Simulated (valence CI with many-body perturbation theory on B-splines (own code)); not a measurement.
**Sb XXXIX: electric-dipole lines**

Calculated by relativistic CI+MBPT: three valence electrons over a frozen Dirac-Fock core [Ne], a basis of 11 s, 11 p, 9 d, 7 f, 5 g, 2 h, 1 i functions for each j, with the one-electron correlation potential Σ1, the two-electron term Σ2, the three-electron term Σ3, Breit, model QED; selected CI, second order for the rest (own B-spline code, finite nucleus).

No measured spectrum was set against this ion. As an estimate, large intervals hold to a few tenths of a per cent, small ones and those within an open d or f shell to about a per cent.

Lines 1 to 50 of 264 in falling wavelength, among levels below 522.08 eV, chosen from the strongest by gf and those to the six lowest levels. Wavelengths and rates use the calculated energies. Electric multipoles are in the length gauge, E1 and E2 with the static RPA response of the core. Weak lines are less certain than strong ones. Lines between different terms over intervals too small for the method are left out, as are lines whose strength nearly cancels. The highest levels of a list are the least certain.

Levels are named by their leading jj configuration (3d3/2^4 stands for four electrons in 3d with j = 3/2), which in mixed levels can hold well under half, so a name can repeat and another be missing. Letters in brackets count levels of one name in rising energy.

| λ vac (nm) | Upper | Lower | A (s⁻¹) | S (a.u.) with core polarisation | S without |
| --- | --- | --- | --- | --- | --- |
| 42.30 | (3s 3p1/2^2) J=1/2 | (3s^2 3p3/2) J=3/2 | 1.19e+07 | 8.86e-04 | 9.05e-04 |
| 16.17 | (3p1/2 3p3/2 3d5/2) J=7/2 [b] | (3s 3p3/2 3d5/2) J=5/2 [b] | 3.78e+09 | 6.32e-02 | 6.45e-02 |
| 16.09 | (3s 3p1/2 3p3/2) J=3/2 [a] | (3s^2 3p3/2) J=3/2 | 5.76e+08 | 4.74e-03 | 4.84e-03 |
| 15.70 | (3p1/2 3p3/2 3d5/2) J=9/2 | (3s 3p3/2 3d5/2) J=7/2 [b] | 2.95e+09 | 5.64e-02 | 5.76e-02 |
| 14.22 | (3s 3p1/2 3p3/2) J=5/2 | (3s^2 3p3/2) J=3/2 | 4.12e+09 | 3.51e-02 | 3.59e-02 |
| 13.86 | (3p1/2 3p3/2 3d5/2) J=9/2 | (3s 3p3/2 3d5/2) J=7/2 [a] | 7.07e+09 | 9.30e-02 | 9.49e-02 |
| 13.52 | (3p1/2 3p3/2 3d3/2) J=5/2 [a] | (3s 3p3/2 3d3/2) J=5/2 [a] | 4.94e+09 | 3.61e-02 | 3.69e-02 |
| 13.40 | (3s 3p1/2^2) J=1/2 | (3s^2 3p1/2) J=1/2 | 8.71e+09 | 2.07e-02 | 2.12e-02 |
| 13.21 | (3p1/2^2 3d3/2) J=3/2 | (3s 3p1/2 3d3/2) J=3/2 [b] | 7.18e+09 | 3.26e-02 | 3.33e-02 |
| 13.12 | (3p1/2^2 3d3/2) J=3/2 | (3s 3p1/2 3d3/2) J=1/2 | 8.17e+09 | 3.65e-02 | 3.72e-02 |
| 13.00 | (3p1/2^2 3p3/2) J=3/2 | (3s 3p1/2 3p3/2) J=3/2 [b] | 4.82e+09 | 2.09e-02 | 2.14e-02 |
| 12.79 | (3p1/2 3p3/2 3d3/2) J=3/2 [a] | (3s 3p3/2 3d3/2) J=3/2 [a] | 8.77e+09 | 3.62e-02 | 3.70e-02 |
| 12.74 | (3p1/2 3p3/2 3d3/2) J=7/2 | (3s 3p3/2 3d3/2) J=7/2 | 7.22e+09 | 5.90e-02 | 6.02e-02 |
| 12.67 | (3p1/2 3p3/2 3d5/2) J=5/2 [b] | (3s 3p3/2 3d5/2) J=7/2 [b] | 7.19e+09 | 4.33e-02 | 4.43e-02 |
| 12.54 | (3p1/2 3p3/2^2) J=5/2 | (3s^2 3d5/2) J=5/2 | 5.69e+09 | 3.33e-02 | 3.40e-02 |
| 12.53 | (3p1/2 3p3/2 3d3/2) J=7/2 | (3s 3p3/2 3d3/2) J=5/2 [a] | 3.92e+09 | 3.05e-02 | 3.12e-02 |
| 12.20 | (3s 3p1/2 3p3/2) J=3/2 [b] | (3s^2 3p3/2) J=3/2 | 5.48e+09 | 1.97e-02 | 2.01e-02 |
| 12.17 | (3p1/2 3p3/2^2) J=3/2 [a] | (3s 3p3/2^2) J=5/2 | 1.10e+10 | 3.90e-02 | 3.99e-02 |
| 12.16 | (3p1/2 3p3/2 3d5/2) J=3/2 [a] | (3s 3p3/2 3d5/2) J=5/2 [a] | 9.43e+09 | 3.35e-02 | 3.42e-02 |
| 11.99 | (3s 3p1/2 3d5/2) J=5/2 [b] | (3s 3p3/2^2) J=5/2 | 8.12e+09 | 4.14e-02 | 4.23e-02 |
| 11.94 | (3p1/2 3p3/2 3d5/2) J=5/2 [a] | (3s 3p3/2 3d5/2) J=5/2 [a] | 1.19e+10 | 6.02e-02 | 6.15e-02 |
| 11.92 | (3p1/2^2 3d5/2) J=5/2 | (3s 3p1/2 3d5/2) J=5/2 [b] | 1.67e+10 | 8.36e-02 | 8.54e-02 |
| 11.74 | (3p1/2^2 3d5/2) J=5/2 | (3p1/2 3p3/2^2) J=3/2 [a] | 9.97e+09 | 4.78e-02 | 4.88e-02 |
| 11.70 | (3p1/2 3p3/2^2) J=3/2 [b] | (3s^2 3d5/2) J=5/2 | 1.02e+10 | 3.22e-02 | 3.29e-02 |
| 11.64 | (3p1/2 3p3/2 3d5/2) J=5/2 [a] | (3s 3p3/2 3d5/2) J=3/2 [a] | 8.73e+09 | 4.07e-02 | 4.16e-02 |
| 11.45 | (3p1/2 3p3/2 3d5/2) J=5/2 [b] | (3s 3p3/2 3d5/2) J=7/2 [a] | 1.08e+10 | 4.81e-02 | 4.91e-02 |
| 11.40 | (3p1/2 3p3/2 3d5/2) J=7/2 [a] | (3s 3p3/2 3d5/2) J=9/2 | 2.44e+10 | 1.43e-01 | 1.46e-01 |
| 11.36 | (3s 3p1/2 3d3/2) J=3/2 [a] | (3s 3p1/2 3p3/2) J=3/2 [b] | 5.08e+09 | 1.47e-02 | 1.50e-02 |
| 11.30 | (3p1/2^2 3d5/2) J=5/2 | (3s 3p1/2 3d5/2) J=7/2 | 3.19e+10 | 1.36e-01 | 1.39e-01 |
| 11.29 | (3p1/2^2 3p3/2) J=3/2 | (3s 3p1/2 3p3/2) J=5/2 | 2.88e+10 | 8.19e-02 | 8.37e-02 |
| 11.28 | (3s 3p1/2 3p3/2) J=1/2 | (3s^2 3p3/2) J=3/2 | 1.05e+10 | 1.48e-02 | 1.51e-02 |
| 11.19 | (3p1/2^2 3d3/2) J=3/2 | (3s 3p1/2 3d3/2) J=5/2 | 3.43e+10 | 9.50e-02 | 9.70e-02 |
| 11.03 | (3p1/2 3p3/2 3d3/2) J=5/2 [b] | (3s 3p3/2 3d3/2) J=7/2 | 2.35e+10 | 9.33e-02 | 9.53e-02 |
| 11.01 | (3p1/2 3p3/2 3d3/2) J=5/2 [a] | (3p1/2 3p3/2^2) J=5/2 | 9.15e+09 | 3.62e-02 | 3.70e-02 |
| 10.90 | (3p1/2^2 3d5/2) J=5/2 | (3s 3p1/2 3d3/2) J=3/2 [b] | 7.50e+09 | 2.87e-02 | 2.93e-02 |
| 10.84 | (3p1/2 3p3/2 3d5/2) J=9/2 | (3s 3p3/2 3d5/2) J=9/2 | 2.11e+10 | 1.32e-01 | 1.35e-01 |
| 10.74 | (3s 3p1/2 3d3/2) J=5/2 | (3s 3p1/2 3p3/2) J=3/2 [b] | 4.77e+08 | 1.75e-03 | 1.79e-03 |
| 10.58 | (3p1/2^2 3d3/2) J=3/2 | (3s 3p1/2 3d3/2) J=3/2 [a] | 1.59e+10 | 3.72e-02 | 3.80e-02 |
| 10.49 | (3p1/2 3p3/2 3d5/2) J=3/2 [a] | (3s 3p3/2 3d3/2) J=5/2 [a] | 1.29e+10 | 2.93e-02 | 2.99e-02 |
| 10.34 | (3p1/2^2 3p3/2) J=3/2 | (3s 3p1/2 3p3/2) J=3/2 [a] | 9.31e+09 | 2.03e-02 | 2.07e-02 |
| 10.27 | (3p3/2^2 3d5/2) J=7/2 | (3s 3p3/2 3d5/2) J=5/2 [b] | 1.35e+10 | 5.79e-02 | 5.90e-02 |
| 10.04 | (3s 3p1/2 3d3/2) J=3/2 [a] | (3s 3p1/2 3p3/2) J=5/2 | 5.89e+09 | 1.18e-02 | 1.20e-02 |
| 9.545 | (3s 3p1/2 3d3/2) J=5/2 | (3s 3p1/2 3p3/2) J=5/2 | 2.89e+09 | 7.45e-03 | 7.60e-03 |
| 9.448 | (3s 3p1/2 3d5/2) J=5/2 [a] | (3s 3p1/2 3p3/2) J=3/2 [b] | 1.87e+08 | 4.68e-04 | 4.74e-04 |
| 9.407 | (3s 3p1/2 3d3/2) J=1/2 | (3s 3p1/2 3p3/2) J=3/2 [b] | 2.19e+07 | 1.80e-05 | 1.80e-05 |
| 9.365 | (3s 3p1/2 3d3/2) J=3/2 [b] | (3s 3p1/2 3p3/2) J=3/2 [b] | 5.79e+09 | 9.38e-03 | 9.57e-03 |
| 9.277 | (3s 3p1/2 3d3/2) J=3/2 [a] | (3s 3p1/2 3p3/2) J=3/2 [a] | 5.65e+07 | 8.90e-05 | 9.00e-05 |
| 8.916 | (3p3/2^2 3d5/2) J=7/2 | (3s 3p3/2 3d3/2) J=5/2 [b] | 1.04e+10 | 2.91e-02 | 2.96e-02 |
| 8.854 | (3s 3p1/2 3d3/2) J=5/2 | (3s 3p1/2 3p3/2) J=3/2 [a] | 5.32e+08 | 1.09e-03 | 1.11e-03 |
| 8.841 | (3s 3p1/2 3p3/2) J=3/2 [a] | (3s^2 3p1/2) J=1/2 | 3.30e+08 | 4.50e-04 | 4.60e-04 |
